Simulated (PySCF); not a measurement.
SMILES Cc1ccc(-c2cc3c(ccs3)s2)s1 (C₁₁H₈S₃) at its GFN2-xTB optimised geometry (Å):

```
22

C      2.0558    -4.7514    -0.0018
C      1.1303    -3.5889     0.0000
C     -0.2312    -3.5889     0.0000
C     -0.7947    -2.2996     0.0000
C      0.1427    -1.3012    -0.0003
C     -0.0636     0.1096     0.0004
C      0.8840     1.1009    -0.0070
C      0.2999     2.3764    -0.0040
S      0.9031     3.9964    -0.0113
C     -0.7156     4.6152    -0.0013
C     -1.6704     3.6498     0.0076
C     -1.0910     2.3661     0.0059
S     -1.7005     0.7491     0.0115
S      1.7538    -1.9688    -0.0009
H      2.6684    -4.7548    -0.9035
H      1.4877    -5.6778     0.0396
H      2.7274    -4.7105     0.8554
H     -0.8178    -4.4906     0.0004
H     -1.8524    -2.1036     0.0002
H      1.9411     0.9080    -0.0144
H     -0.8560     5.6778    -0.0028
H     -2.7274     3.8410     0.0148
```

Level of theory: PBE0/def2-SVP in PySCF 2.14.0.

Map of the deformation density (molecule minus spherical neutral atoms) (e/bohr³) on the plane z = 1.0 Å:

```
|2222222222222222222222222222222|
|2222222222222222222222222222222|
|2222222222222222222222222222222|
|2222222222222222222222222222222|
|2222222222221111222222222222222|
|2222222222221111122222222222222|
|2222222222111111122222222222222|
|2222222221111211243222222222222|
|2222222221111100232222222222222|
|2222222221111000111222222222222|
|2222222222111111111222222222222|
|2222222222111111111222222222222|
|2222222222211100111122222222222|
|2222222222233100111122222222222|
|2222222222244211211122222222222|
|2222222222222111111222222222222|
|2222222222221101111222222222222|
|2222222222221111111222222222222|
|2222222222211121113322222222222|
|2222222222211110013322222222222|
|2222222222211110002122222222222|
|2222222222221111111112222222222|
|2222222222221111210011222222222|
|2222222222221111100231122222222|
|2222222222222111100590122222222|
|2222222222222222111121222222222|
|2222222222222222211111222222222|
|2222222222222222221222222222222|
|2222222222222222222222222222222|
|2222222222222222222222222222222|
|2222222222222222222222222222222|
```
Scale: ten equal steps from -0.011 (start of '0') to 0.032 (end of '9'), in the order '0123456789'; x runs from -8.00 to 8.00, y from -8.00 (bottom) to 8.00 (top).
